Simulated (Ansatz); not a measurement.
Single points on the cluster Al2Ni⁻.

```yaml
crystal:
  periodic: [false, false, false]
  atoms:
    - {symbol: Ni, position_ang: [1.194406, -0.226847, 0.067114]}
    - {symbol: Al, position_ang: [-0.617874, 0.373662, 1.213852]}
    - {symbol: Al, position_ang: [-0.576532, -0.146816, -1.280976]}
basis:
  gaussian: {orbitals: 6-31G}
total_charge: -1
magnetization: {spin_polarized: true, initial_magnetization: 1}
hamiltonian: {xc: hf}
scf: {omitted_lower_state_checks: [starts]}
output: {orbitals: {seedname: orbitals}}
```

The file start.molden holds the orbitals of an earlier run on this structure, at another level or in another basis.

```sh
$ ansatz run in.yaml --threads 4 --pin off --events-out ev --progress --plain --max-ram 3916MiB
```

Output, abridged:

```
Functional definition: HF
550 factors; integrals over basis functions are off by at most 7.3e-5 eV
mean field evaluation 1: about -54151.4793 eV, gradient 1.3e1 eV
mean field evaluation 2: about -54151.6841 eV, gradient 1.3e1 eV
mean field evaluation 4: about -54152.8193 eV, gradient 1.8e1 eV
mean field evaluation 8: about -54154.1522 eV, gradient 9.1e0 eV
mean field evaluation 16: about -54159.3423 eV, gradient 7.2e-3 eV
mean field evaluation 32: about -54159.3427 eV, gradient 2.7e-3 eV
mean field -54159.34270693 eV, -1990.3191339588 hartree, gradient 8.6e-6 eV, S^2 2.167567; 1 other end points of the search recorded, 0 dependent functions left out
reference -54159.34270693 eV, -1990.3191339588 hartree; 28, 27 occupied and 27, 28 virtual orbitals, 550 factors
Total energy: -54159.34270693 eV, -1990.3191339588 hartree
Checks for a lower state left out: starts
```

It took 1.2 s on 4 threads of Arm Neoverse V2 on a shared host.

First input, but with `gaussian: {orbitals: def2-TZVPD, initial_orbitals: start.molden}`, `hamiltonian: {xc: pbe}`, `correlation: {method: rpa}` and without the key `output` (abridged; 3.9 s):

```
Functional definition: PBE
mean field -54225.65109336 eV, -1992.7559222145 hartree, gradient 1.3e-6 eV, S^2 0.758875
15 core orbitals not correlated, not the lowest: weight in the atoms' cores, before any rotation towards them, 0.999 or more for the frozen orbitals, at most 0.001 for the correlated occupied ones
Total energy: -54195.94900744 eV, -1991.6643906897 hartree
Checks for a lower state left out: starts
```

As the first input, with `gaussian: {orbitals: def2-TZVPD, initial_orbitals: start.molden}`, `hamiltonian: {xc: pbe0, dispersion: d4}`, `output: {forces: true, orbitals: {seedname: orbitals}}` (abridged; 11 s):

```
Functional definition: PBE0
mean field evaluation 16: about -54225.2268 eV, gradient 1.8e-5 eV
mean field -54225.22684804 eV, -1992.7403314867 hartree, gradient 6.0e-6 eV, S^2 1.245845
Total energy: -54225.32147309 eV, -1992.7438088930 hartree
Atom 0 force     0.901348    -0.171188     0.050650 eV/Å
Atom 1 force    -0.455923     0.151680     0.291448 eV/Å
Atom 2 force    -0.445425     0.019508    -0.342097 eV/Å
Dipole moment:     0.666528    -0.024463     0.016148 e Å
Checks for a lower state left out: starts
```

As the first input, with `gaussian: {orbitals: def2-TZVPD, initial_orbitals: start.molden}`, `hamiltonian: {xc: {text: "exchange = 0.85*pbe_x + 0.15*exact_x\ncorrelation = pbe_c"}}` (abridged; 8.5 s):

```
Functional definition: unnamed
mean field evaluation 16: about -54225.3238 eV, gradient 6.3e-6 eV
mean field -54225.32382782 eV, -1992.7438954278 hartree, gradient 5.6e-6 eV, S^2 0.805172
Total energy: -54225.32385511 eV, -1992.7438964308 hartree
Checks for a lower state left out: starts
```

The first input with `gaussian: {orbitals: def2-TZVPD, initial_orbitals: start.molden}`, `hamiltonian: {xc: r2scan, dispersion: d4}` (abridged; 16 s):

```
Functional definition: r2SCAN
mean field evaluation 16: about -54236.8181 eV, gradient 1.4e-5 eV
mean field -54236.81812887 eV, -1993.1663032003 hartree, gradient 8.7e-6 eV, S^2 0.873321
Total energy: -54236.83704984 eV, -1993.1669985330 hartree
Checks for a lower state left out: starts
```

First input, but with `gaussian: {orbitals: def2-TZVPD, initial_orbitals: start.molden}`, `hamiltonian: {xc: {name: revPBE}, dispersion: d4}` (abridged; 3 s):

```
Functional definition: revPBE
mean field evaluation 16: about -54233.8508 eV, gradient 7.6e-6 eV
mean field -54233.85078136 eV, -1993.0572551905 hartree, gradient 6.9e-6 eV, S^2 0.762601
Total energy: -54234.06137557 eV, -1993.0649943849 hartree
Checks for a lower state left out: starts
```

As the first input, with `gaussian: {orbitals: def2-TZVPD, initial_orbitals: start.molden}`, `hamiltonian: {xc: {name: PBE-QIDH}}` and without the key `output` (abridged; 44 s):

```
Functional definition: PBE-QIDH
mean field evaluation 16: about -54206.3104 eV, gradient 1.4e-2 eV
mean field evaluation 32: about -54206.3228 eV, gradient 3.5e-2 eV
mean field -54206.32315741 eV, -1992.0456336695 hartree, gradient 2.8e-6 eV, S^2 1.823444
15 core orbitals not correlated, not the lowest: weight in the atoms' cores, before any rotation towards them, 0.993 or more for the frozen orbitals, at most 0.009 for the correlated occupied ones
second order -25.42817250 eV of doubles, -0.00000000 eV of singles
Total energy: -54214.79922537 eV, -1992.3571234217 hartree
Checks for a lower state left out: starts
```

Geometry: r2SCAN-D4/def2-TZVPD.

The 6-31G sets use Cartesian d functions. Correlated methods freeze 15 core orbitals; core or outer-core shells of Ni are correlated, in sets that lack core-valence functions. At HF/6-31G, PBE0-D4/def2-TZVPD, r2SCAN-D4/def2-TZVPD, PBE-QIDH/def2-TZVPD the charge -1 doublet is spin-contaminated (final ⟨S²⟩ up to 2.17, 0.75 for a pure state). At PBE0-D4/def2-TZVPD, PBE with 15 % exact exchange/def2-TZVPD, r2SCAN-D4/def2-TZVPD, revPBE-D4/def2-TZVPD the highest occupied level of the charge -1 doublet lies above zero (up to 0.94 eV). By energy differences its removal costs 1.35 eV (vertical, to the charge 0 singlet, at r2SCAN-D4/def2-TZVPD). The order of the spin states hangs on the level: the quartet lies 0.10 eV below the doublet at PBE0-D4/def2-TZVPD, but 0.41 eV above it at RPA@PBE/def2-TZVPD. The doublet is doubtful at PBE0-D4/def2-TZVPD (⟨S²⟩ 1.25, where a pure state has 0.75). The structure comes from a short search, and lower isomers may exist.
